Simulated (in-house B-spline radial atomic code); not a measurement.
**TDHF excitations of K VIII (K7+)**

Method: TDHF. Computed with a B-spline radial code for spherical atoms: linear response of the closed shell [Ne] 3s2 with bare exchange (time-dependent Hartree-Fock); scalar-relativistic (spin-free one-electron X2C), finite nucleus, no spin-orbit coupling, no double excitations, S, P, D and F terms only.

Command:
```bash
python run_td.py task.json out
```
Settings (radii: box in bohr, nucleus in fm):
```
Z                        19
electrons                12
configuration            [Ne] 3s2
hamiltonian              x2c
method                   hf
box_radius               12.81
rms_radius               3.4349
intervals                71
```

Run time, properties included: 0.6 s on 1 thread of Arm Neoverse N1, on a shared host.

The lowest states, in the order of their Tamm-Dancoff energies; the method's threshold (minus the highest occupied level) is 152.89 eV. Labels give the largest channel, * marks a mixed state, and oscillator strengths are full-response dipole values. Energies in eV:

```json
{"state": "3s → 3p 3P", "full response": "13.616", "Tamm-Dancoff": "14.521", "oscillator strength": "-"}
{"state": "3s → 3p 1P", "full response": "23.542", "Tamm-Dancoff": "24.169", "oscillator strength": "1.13"}
{"state": "3s → 3d 3D", "full response": "44.15", "Tamm-Dancoff": "44.22", "oscillator strength": "-"}
{"state": "3s → 3d 1D", "full response": "48.28", "Tamm-Dancoff": "48.33", "oscillator strength": "-"}
{"state": "3s → 4s 3S", "full response": "76.76", "Tamm-Dancoff": "76.78", "oscillator strength": "-"}
{"state": "3s → 4s 1S", "full response": "78.85", "Tamm-Dancoff": "78.88", "oscillator strength": "-"}
{"state": "3s → 4p 3P", "full response": "84.48", "Tamm-Dancoff": "84.49", "oscillator strength": "-"}
{"state": "3s → 4p 1P", "full response": "85.35", "Tamm-Dancoff": "85.38", "oscillator strength": "0.223"}
{"state": "3s → 4d 3D", "full response": "94.13", "Tamm-Dancoff": "94.13", "oscillator strength": "-"}
{"state": "3s → 4d 1D", "full response": "94.58", "Tamm-Dancoff": "94.58", "oscillator strength": "-"}
{"state": "3s → 4f 3F", "full response": "97.65", "Tamm-Dancoff": "97.65", "oscillator strength": "-"}
{"state": "3s → 4f 1F", "full response": "98.40", "Tamm-Dancoff": "98.41", "oscillator strength": "-"}
{"state": "3s → 5s 3S", "full response": "?", "Tamm-Dancoff": "?", "oscillator strength": "-"}
{"state": "3s → 5s 1S", "full response": "108.51", "Tamm-Dancoff": "108.52", "oscillator strength": "-"}
{"state": "3s → 5p 3P", "full response": "111.36", "Tamm-Dancoff": "111.36", "oscillator strength": "-"}
{"state": "3s → 5p 1P", "full response": "?", "Tamm-Dancoff": "?", "oscillator strength": "?"}
{"state": "3s → 5d 3D", "full response": "115.88", "Tamm-Dancoff": "115.88", "oscillator strength": "-"}
{"state": "3s → 5d 1D", "full response": "116.05", "Tamm-Dancoff": "116.05", "oscillator strength": "-"}
{"state": "3s → 5f 3F", "full response": "117.59", "Tamm-Dancoff": "117.59", "oscillator strength": "-"}
{"state": "3s → 5f 1F", "full response": "117.95", "Tamm-Dancoff": "117.95", "oscillator strength": "-"}
```

(1) Where does 3s → 5s 3S lie?

(2) Where does 3s → 5p 1P lie?

(3) How large is the singlet-triplet splitting of 3s → 3p (P terms) in Tamm-Dancoff?

(4) What polarisabilities and dispersion coefficient does the method give?

Results:

(1) At 107.83 eV in full response, 107.83 eV in Tamm-Dancoff.

(2) At 111.67 eV in full response, 111.67 eV in Tamm-Dancoff, oscillator strength 0.0833.

(3) 9.65 eV, from the unrounded values.

(4) Dipole 1.57 bohr³, quadrupole 0.9996 bohr⁵, C6 1.714 hartree·bohr⁶ for two such species.
